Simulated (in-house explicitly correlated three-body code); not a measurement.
Computed with an exponentially correlated three-body code. Model: two electrons around a point charge, non-relativistic, variational in 260 exponentially correlated functions (energies converged to about 1e-7 hartree, or 1e-8 relative for large Z).

Command:
```bash
python run_hyl.py task.json out
```
Settings (lengths in bohr, energies in hartree):
```
Z                      1.25
screening              0.5
interaction_strength   1
functions              260
states_tried           1
```

Time taken, with all properties: 4.3 s on 1 thread of Intel(R) Xeon(R) 6975P-C (Granite Rapids), with other jobs on the host.

**Ground state only, binding against the one-electron ion.**

Given: nuclear charge 1.25; Yukawa screening of all interactions 0.5 1/bohr.

Computed: one-electron threshold -0.30996263 hartree.

```json
{"term": "1 1S", "energy (hartree)": "-0.362795492", "binding (eV)": "1.4377"}
```

**Converged states only, values per electron or pair (inverse distances are <exp(-kr)/r>).**

```
term  mean r (bohr)  mean r squared (bohr²)  mean inverse r (1/bohr)  mean r12 (bohr)  mean inverse r12 (1/bohr)  mean cosine  mean p1 dot p2 (bohr⁻²)  delta r1 (bohr⁻³)  delta r12 (bohr⁻³)
1 1S         2.1203                  7.0319                  0.51575           3.3584                    0.15201    -0.068705                 0.035149            0.30307           0.0076728
```
